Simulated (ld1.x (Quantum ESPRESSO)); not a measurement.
**Which change was made? (Cu, TM)**

ld1.x (Quantum ESPRESSO) 7.5 input, shortened:

```
&input
   title='Cu', zed=29., rel=1, dft='REVPBE', iswitch=3,
   config='[Ar] 3d10 4s1 4p0'
 /
 &inputp
   pseudotype=2, tm=.true., lloc=-2, rcloc=0.80,
   nlcc=.false.
 /
3
3S  1  0   2.00   0.00  1.10  1.10  0.0
3P  2  1   6.00   0.00  0.65  0.65  0.0
3D  3  2  10.00   0.00  1.20  1.20  0.0
 &test
   configts(1)='3s2 3p6 3d10 4s1 4p0'
 /
```

Occupied shells without a wave of their own: 4s. They enter only through the test configuration that unscreens the potential.

Cutoffs, loose and tight: the cutoffs (Ry, on a coarse ladder) from which the occupation-weighted sum of valence levels, in a spherical-Bessel basis at the reference potential, stays within 10 and 1 mRy of its value at 400 Ry. They do not see the model core or the augmentation charge, which bear on the density cutoff. Test errors are all-electron minus pseudo excitation energies from the reference, over the configurations 3s2 3p6 3d10 4s0 4p0; 3s2 3p6 3d9 4s0 4p0; 3s2 3p6 3d8 4s0 4p0; 3s2 3p6 3d10 4s0 4p1; 3s2 3p6 3d9 4s1 4p0; 3s2 3p6 3d9 4s2 4p0; 3s2 3p6 3d9 4s1 4p1; variants that change the core or the reference have their own tests.

The base gives: outcome: generated, misses its reference levels by 0.20 eV; cutoff, loose: 200 Ry; cutoff, tight: over 300 Ry; bound ghosts: none; largest test error (meV): -685.

Problem. After one change the result is: outcome: generated, misses its reference levels by 1.02 eV; cutoff, loose: 160 Ry; cutoff, tight: 230 Ry; bound ghosts: none; largest test error (meV): -3199. Which change was it?
A. all radii scaled by about 1.32 (s 1.44, p 0.86, d 1.58 bohr); local potential all-electron potential smoothed inside 1.04 bohr (lloc = -2)
B. all radii scaled by about 0.96 (s 1.06, p 0.62, d 1.16 bohr); local potential all-electron potential smoothed inside 0.76 bohr (lloc = -2)
C. all radii scaled by about 0.83 (s 0.92, p 0.54, d 1.00 bohr); local potential all-electron potential smoothed inside 0.68 bohr (lloc = -2)

Solution. A. The others give: all radii scaled by about 0.96 (s 1.06, p 0.62, d 1.16 bohr); local potential all-electron potential smoothed inside 0.76 bohr (lloc = -2) → outcome: generated, misses its reference levels by 0.20 eV; cutoff, loose: 200 Ry; cutoff, tight: over 300 Ry; bound ghosts: p; largest test error (meV): -673 | all radii scaled by about 0.83 (s 0.92, p 0.54, d 1.00 bohr); local potential all-electron potential smoothed inside 0.68 bohr (lloc = -2) → outcome: generated; cutoff, loose: over 300 Ry; cutoff, tight: over 300 Ry; bound ghosts: none; largest test error (meV): -490.
